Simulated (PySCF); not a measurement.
# Which element holds F most strongly?

r²SCAN in PySCF with def2-TZVPPD on every atom (core potentials on In, Sn), for the lowest determinant that a PBE0 search found; no spin–orbit coupling. D0 is De less the harmonic zero-point energy.

```
 M  state (unpaired electrons)  Re (Å)  ωe (cm⁻¹)  D0(MF) (eV)
 P              triplet (π ↑↑)   1.600        841         4.77
 C               doublet (π ↑)   1.278       1292         5.75
Cu      singlet (closed shell)   1.742        621         4.18
In      singlet (closed shell)   1.997        525         5.57
Zn               doublet (σ ↑)   1.781        604         3.23
Sn               doublet (π ↑)   1.952        573         5.01
Ga      singlet (closed shell)   1.784        621         6.09
```

**Question.** Order the elements by D0 and give the energy of CuF + Sn → SnF + Cu.

**Answer.** Ga > C > In > Sn > P > Cu > Zn; ΔE = 4.18 − 5.01 = -0.83 eV at r²SCAN/def2-TZVPPD. Close neighbours can swap at other levels.

Spin–orbit coupling is left out, which matters for elements this heavy, above all for dissociation energies. States were picked by a PBE0 search and need not be the measured ground states.
